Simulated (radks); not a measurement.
Coulomb parameter of the 4f shell of neutral erbium in the model configuration [Xe] 4f10.5 6s2 6p1.5, as a second difference U = [E(n + 0.5) + E(n - 0.5) - 2 E(n)] / (0.5)^2 with all orbitals relaxed. "Bare": the charge of the atom changes with n. "Screened": the 6p shell takes up the change at fixed total charge, which measures U(4f,4f) + U(6p,6p) - 2 U(4f,6p). All-electron calculation, scalar-relativistic Kohn-Sham, PBE, spin-unpolarised, spherical densities, point nucleus. Program: a radial shooting solver on a logarithmic mesh with Libxc functionals.

case                   configuration  E - E(n) (eV)
start          [Xe] 4f10.5 6s2 6p1.5          0.000
bare +0.5        [Xe] 4f11 6s2 6p1.5         -7.103
bare -0.5        [Xe] 4f10 6s2 6p1.5         11.133
screened +0.5      [Xe] 4f11 6s2 6p1         -6.478
screened -0.5      [Xe] 4f10 6s2 6p2          8.994

U(bare) = 16.120 eV, U(screened by 6p) = 10.065 eV, against the Slater integral F0(4f,4f) = 33.756 eV with frozen orbitals. The step up makes a negative ion, whose loosely bound charge lowers the bare value.
